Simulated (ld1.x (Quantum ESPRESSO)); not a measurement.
# Scattering properties, TM potential for Tb

terbium, norm-conserving Troullier–Martins (Kleinman–Bylander form), made with ld1.x (Quantum ESPRESSO) 7.5 (PBE, scalar-relativistic). Core [Kr] 4d10, reference 4f9 5s2 5p6 5d0 6s1.5 6p0 (charge +0.5). Waves: 5s (bound): rc 1.80 bohr; 5d (bound, empty): rc 2.15 bohr; 4f (bound): rc 1.15 bohr; 5p (bound): rc 1.55 bohr. Local part: the p channel. Core correction: Bessel-smoothed model core inside 1.10 bohr.

Occupied shells without a wave of their own: 6s. They enter only through the test configuration that unscreens the potential, and ld1.x also counts them in the model core charge.

The phase is arctan(r·u′/u) with u = r·R(r), unwrapped; energies in Ry, scanned from -6 to 5 Ry. A pole is an energy at which the radial function vanishes at the test radius. The pseudo phase is shifted by a multiple of π to meet the all-electron one at the reference energy, and phase errors are pseudo minus all-electron; the curves can meet again beyond the range given. Levels narrower than the energy grid can be missing from the lists of poles.

**Question.** For each channel, where are the poles, and over which energies does the pseudopotential scatter like the atom?

**Answer.**

| channel | radius (bohr) | reference energy (Ry) | poles, all-electron | poles, pseudo | unbroken range about the reference energy with phases within 0.05 rad | phase error 1 Ry above the reference energy (rad) |
| --- | --- | --- | --- | --- | --- | --- |
| s | 2.36 | -3.71 | -3.42 | -3.42, 4.37 | below -0.3 | -0.003 |
| p | 2.36 | -2.05 | -1.41 | -1.41 | below 1.9 | -0.001 |
| d | 2.36 | -0.29 | 1.58 | 1.56 | below 4.7 | -0.001 |
| f | 2.36 | -0.44 | -0.35 | -0.34 | below 1.5 | +0.009 |

ld1.x takes every shell without a wave as core, so the model core holds the 6s electrons as well and exchange and correlation see them twice. This cancels in the reference configuration, but the file is broken for other ones, and its errors say nothing about a proper core correction.

Phases in the d channel:

```csv
E (Ry),all-electron,pseudo
-6.00,1.387,1.387
-5.74,1.383,1.382
-5.48,1.377,1.377
-5.22,1.372,1.372
-4.96,1.366,1.365
-4.70,1.359,1.359
-4.44,1.352,1.351
-4.18,1.343,1.343
-3.92,1.334,1.334
-3.66,1.324,1.323
-3.40,1.312,1.311
-3.14,1.298,1.297
-2.88,1.281,1.281
-2.62,1.262,1.261
-2.36,1.238,1.237
-2.10,1.207,1.207
-1.84,1.168,1.168
-1.58,1.115,1.114
-1.32,1.038,1.037
-1.06,0.918,0.918
-0.80,0.714,0.713
-0.54,0.333,0.333
-0.28,-0.274,-0.274
-0.02,-0.817,-0.818
0.24,-1.126,-1.127
0.50,-1.297,-1.298
0.76,-1.401,-1.403
1.02,-1.472,-1.474
1.28,-1.524,-1.526
1.54,-1.565,-1.567
1.80,-1.600,-1.602
2.06,-1.630,-1.633
2.32,-1.657,-1.661
2.58,-1.684,-1.688
2.84,-1.711,-1.716
3.10,-1.739,-1.746
3.36,-1.770,-1.778
3.62,-1.804,-1.816
3.88,-1.845,-1.861
4.14,-1.897,-1.918
4.40,-1.963,-1.995
4.66,-2.055,-2.104
4.92,-2.190,-2.272
```
